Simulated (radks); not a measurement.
The numbers below are computed, except where a source is named.
Ru+, 43 electrons, occupied as [Kr] 4d7.

Level of theory: Dirac Kohn-Sham, PBE, spin-unpolarised, spherical densities, finite nucleus; open shells are shared between the two j in proportion to 2j + 1; Fermi nuclear charge, rms radius 4.4809 fm (a radial shooting solver on a logarithmic mesh with Libxc functionals).

Energy parts (eV):
total: -123300.146
kinetic: 128303.590
electron-nucleus: -297964.845
Hartree: 49993.789
exchange-correlation: -3632.679

Orbitals (lengths in bohr, moments of r in powers of bohr; r(max) is where P^2 peaks; r(90%) holds 90 % of the orbital's charge):
orbital  occ.  eigenvalue (eV)   r(max)  r(90%)     <r^2>      <r>  small-component weight
1s1/2       2        -21932.68  0.02171  0.0599  0.001510  0.03344                2.58e-02
2s1/2       2        -3158.989   0.1230   0.225   0.02495   0.1453                5.34e-03
2p1/2       2        -2919.518  0.09548   0.202   0.01876   0.1236                5.35e-03
2p3/2       4        -2788.592  0.09947   0.209   0.02011   0.1284                5.16e-03
3s1/2       2        -562.3586   0.3618   0.594    0.1855   0.4024                1.46e-03
3p1/2       2        -469.4462   0.3486   0.598    0.1822   0.3956                1.40e-03
3p3/2       4        -447.2334   0.3581   0.613    0.1920   0.4063                1.35e-03
3d3/2       4        -282.7905   0.2995   0.608    0.1750   0.3821                1.24e-03
3d5/2       6        -278.4632   0.3023   0.613    0.1780   0.3856                1.22e-03
4s1/2       2         -83.7278   0.9151    1.48     1.179    1.020                3.46e-04
4p1/2       2         -56.1425   0.9670    1.64     1.410    1.108                2.94e-04
4p3/2       4         -52.7731   0.9919    1.69     1.490    1.140                2.81e-04
4d3/2     2.8         -12.7434    1.207    2.64     3.254    1.629                1.49e-04
4d5/2     4.2         -12.4114    1.219    2.68     3.347    1.651                1.46e-04
5s1/2       0         -10.4944    2.600    4.53     10.64    3.060                4.13e-05
5p1/2       0          -6.2641    3.258    5.80     17.23    3.883                2.48e-05
5p3/2       0          -6.0542    3.356    5.94     18.12    3.984                2.36e-05

The highest occupied level is 4d5/2 at -12.411 eV. The density falls to 0.001 e/bohr^3 at r = 3.83 bohr.
